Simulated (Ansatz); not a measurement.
Ansatz results at the PBE0-D4/def2-TZVP geometry: size of the dipole moment (ωB97M-V/def2-TZVPP) 1.46 D; LUMO energy (PBE0/def2-TZVPP) -0.59 eV; HOMO energy (PBE/def2-TZVPP) -6.07 eV.

Each molecule was computed in one conformer, which needn't be the lowest.

**Question.** Which molecule gave them?
A. `C=N[SiH2][TeH]`
B. `FC([SiH3])S`
C. `O[Si]1(Cl)BN1`
D. `B[N]1C[NH][Zn]1`

**Answer.** C. The others give `C=N[SiH2][TeH]`: 1.24, -1.14, -5.58; `B[N]1C[NH][Zn]1`: 4.44, -3.17, -5.31; `FC([SiH3])S`: 1.48, -0.19, -6.33.
